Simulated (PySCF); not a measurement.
Structure problem from calculated spectra and properties.

Formula: C7H11PS.

* 1H NMR: chemical shifts (computed TMS as zero) by class: 8.04 (1 H), 7.70 (1 H), 1.41 (9 H) ppm [GIAO HF/pcSseg-1]
* UV, strongest line: among the 10 lowest singlet transitions: S5 at 6.16 eV (201 nm, f = 0.186) [TDDFT CAM-B3LYP/def2-SVPD]
* Valence photoelectron: vertical ionisation energy: 8.41 eV [ΔSCF CAM-B3LYP/def2-SVPD]
* UV, first state: lowest singlet excitation: 4.91 eV (253 nm, f = 0.134) [TDDFT CAM-B3LYP/def2-SVPD]
* Triplet: lowest triplet excitation (Tamm–Dancoff): 3.04 eV [TDA CAM-B3LYP/def2-SVPD]
* 13C NMR: chemical shifts (computed TMS as zero) by class: 231.8 (1 C), 149.5 (1 C), 147.5 (1 C), 33.4 (3 C), 32.0 (1 C) ppm [GIAO HF/pcSseg-1]
* NMR, other nuclei: isotropic shieldings of nuclei other than C and H, by class: 134 (1 P), 253 (1 S) ppm [GIAO HF/pcSseg-1]
* Rotational structure: rotational constants A, B, C: 1.954, 1.009, 0.779 GHz [PBE0-D3(BJ)/def2-SVP]
* Dipole: 1.02 D [CAM-B3LYP/def2-SVPD]
* Polarisability: 123.3 au [CAM-B3LYP/def2-SVPD]

Gas-phase values; electronic properties from PySCF, density fitting. Levels stand in brackets. Geometry: PBE0-D3(BJ)/def2-SVP; no solvent, vibrations or thermal averaging. Each NMR value is the plain mean over a class of atoms that symmetry, rotation or inversion makes alike.

Question: Give a SMILES that accounts for the data.

Answer: Numbering: `[CH3:1][C:2]([CH3:3])([CH3:4])[c:5]1[p:6][cH:7][cH:8][s:9]1`. 7 carbons fall into 5 classes; from least to most shielded: substituted aromatic carbon [C5] (231.8 ppm), aromatic CH carbon [C7] (149.5 ppm), aromatic CH next to a ring sulfur [C8] (147.5 ppm), methyl carbon [C1/C3/C4] (33.4 ppm, 3 C, up to 4.5 ppm apart in this geometry), benzylic-type carbon [C2] (32.0 ppm). Hydrogen classes from least to most shielded: 1 H on an aromatic CH next to a ring sulfur, C8 (8.04 ppm), 1 H on an aromatic CH carbon, C7 (7.70 ppm), 9 H on 3 methyl carbons, C1/C3/C4 (1.41 ppm, a mean of values up to 0.7 ppm apart in this geometry). The other shieldings belong to: 134 ppm, phosphorus bonded to 2 C [P6]; 253 ppm, thiophene-type sulfur [S9]. The first electron is taken from the HOMO, whose largest Löwdin shares are 0.31 on the phosphorus bonded to 2 C, 0.28 on the substituted aromatic carbon, 0.14 on the aromatic CH next to a ring sulfur and 0.11 on the thiophene-type sulfur. By its constants the optimised geometry is an asymmetric top. Structure: `CC(C)(C)c1pccs1`. Computed isomers that give other values at the same levels: `Cc1pcc(C(C)C)s1` (rotational constant A: 2.325 GHz; this holds for the one conformer computed); `CC[P@@]1(=S)C=CC(C)=C1` (13C chemical shifts (computed TMS as zero) by class: 160.8 (1 C), 150.7 (1 C), 142.5 (1 C), 130.6 (1 C), 26.1 (1 C), 19.3 (1 C), 7.1 (1 C) ppm); `Cc1scpc1C(C)C` (rotational constant A: 1.752 GHz; this holds for the one conformer computed). The assignments are read from this structure; whether some other isomer fits the data as well wasn't checked.

Shape of the structure used: `[CH3:1][C:2]([CH3:3])([CH3:4])[c:5]1[p:6][cH:7][cH:8][s:9]1`: C1–C2–C5–P6 4°.
